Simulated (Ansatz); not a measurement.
Program: Ansatz. Geometries: PBE0-D4/def2-TZVP. ΔE: electronic, gas phase. CCSD(T)/CBS is the MP2 limit (def2-TZVPP, def2-QZVPP) plus CCSD(T) − MP2 in def2-TZVPP, frozen cores. This one scheme is used for every species. DFT in def2-TZVPP. HSE06 is defined as in plane-wave codes. For Ge outer-core shells are correlated without core-valence functions, which leaves a few kJ/mol of doubt a bond. Scalar relativity is left out up to krypton. One conformer a species, not always the lowest.

Consider the germylene formation by 1,1-elimination: `B[NH][GeH]([CH3])[F]` → `BN` + `[CH3][Ge][F]`.

```tsv
level	ΔE (kJ/mol)	difference from CCSD(T)/CBS
LDA (SPW92)	137.0	10.7
PBE-D4	106.2	-20.1
r2SCANh-D4	133.3	7.0
HSE06	117.9	-8.4
BHLYP	113.6	-12.7
MP2/def2-SVP	150.2	23.9
CCSD/def2-SVP	131.5	5.2
MP2/def2-TZVPP	151.3	25.0
HF/def2-QZVPP	119.9	-6.4
HF/CBS(def2)	119.7	-6.6
CCSD(T)/CBS	126.3	0
```

Largest T1 diagnostic among the species: 0.013.

The D4 term adds +14.0 kJ/mol with B3LYP and +7.8 kJ/mol with PBE0; it sums over pairs of atoms, weighted by their polarisabilities, and B3LYP, whose exchange is more repulsive, gets the larger term. From PBE to PBE0 (25 % exact exchange), in def2-TZVPP and without D4, ΔE moves by +20.3 kJ/mol. In def2-TZVPP, CCSD(T) changes the Hartree–Fock value by +17.9 kJ/mol (the triples alone add +2.1 kJ/mol) and MP2 by +29.7 kJ/mol.

B3LYP here is the variant with VWN-RPA as its local correlation; programs differ in this.
